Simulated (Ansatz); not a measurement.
`[AlH]1[SiH2][S]1` + `Fc1cccs1` → `[F][Al]1[SiH2][S]1` + `c1ccsc1` at 298.15 K and 1 bar (formal exchange of groups at the Al–H bond).

Computed with Ansatz on PBE0-D4/def2-TZVP structures; ΔE is electronic, products minus reactants. CBS: MP2 limit from def2 TZ/QZ plus the TZ coupled-cluster correction, frozen cores.

| species | CCSD(T)/CBS energy (Eh) | H − E (kJ/mol) | S (J/(mol·K)) |
| --- | --- | --- | --- |
| `[AlH]1[SiH2][S]1` | -930.69501 | 82.8 | 295.9 |
| `Fc1cccs1` | -651.55004 | 170.6 | 302.7 |
| `[F][Al]1[SiH2][S]1` | -1029.97141 | 74.8 | 320.0 |
| `c1ccsc1` | -552.37872 | 189.1 | 277.5 |

H − E and S are ideal-gas, rigid-rotor, harmonic terms from PBE0-D4/def2-TZVP. 1 Eh = 2625.50 kJ/mol, R = 8.31446 J/(mol·K).

Task: By hand: ΔE, ΔH, ΔS and ΔG.

Result: ΔE = (-1029.97141) + (-552.37872) − (-930.69501) − (-651.55004) = -0.10508 Eh = -275.9 kJ/mol. Δ(H − E) = 74.8 + 189.1 − 82.8 − 170.6 = 10.5, so ΔH = -265.4 kJ/mol. ΔS = 320.0 + 277.5 − 295.9 − 302.7 = -1.1 J/(mol·K). ΔG = -265.4 − 298.15 × (-1.1)/1000 = -265.1 kJ/mol.

Task: By hand: the equilibrium constant, and the temperature at which ΔG would vanish if ΔH and ΔS stayed fixed.

Result: log₁₀ K = −ΔG/(RT ln 10) = 46.4. ΔG = 0 at ΔH/ΔS = 241273 K, far beyond where these terms or the molecules hold.

The number of gas molecules stays the same, so ΔS is small and ΔH decides. A doubt of 5 kJ/mol in ΔE shifts log₁₀ K by 0.9 here. These are equilibria of isolated gas molecules and say nothing of rates. Largest T1 diagnostic: 0.015 (customary marks: 0.02 for closed shells, 0.045 for open ones).
